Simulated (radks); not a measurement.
Q: Species: neutral rhodium. Configuration: [Kr] 4d8 5s1 (the NIST ground configuration). Method: Dirac Kohn-Sham, PBE, spin-unpolarised, spherical densities, finite nucleus; open shells fill j = l - 1/2 first; Fermi nuclear charge, rms radius 4.4945 fm; computed with a radial shooting solver on a logarithmic mesh with Libxc functionals.

Spin-orbit splittings of the eigenvalues, e(l+1/2) - e(l-1/2), with zeta = 2 splitting/(2l+1) and mean radii in bohr:

shell  occ.  splitting (eV)  zeta (eV)  <r> j=l-1/2  <r> j=l+1/2
2p        6           144.6      96.41       0.1203       0.1252
3p        6           24.88      16.59       0.3831       0.3938
3d       10           4.906      1.962       0.3683       0.3718
4p        6               ?          ?        1.061        1.092
4d        8          0.3910     0.1564        1.578        1.605
5p        0          0.1049    0.06993        5.160        5.393

Estimate the 4p splitting.

A: 3.894 eV (zeta = 2.596 eV).
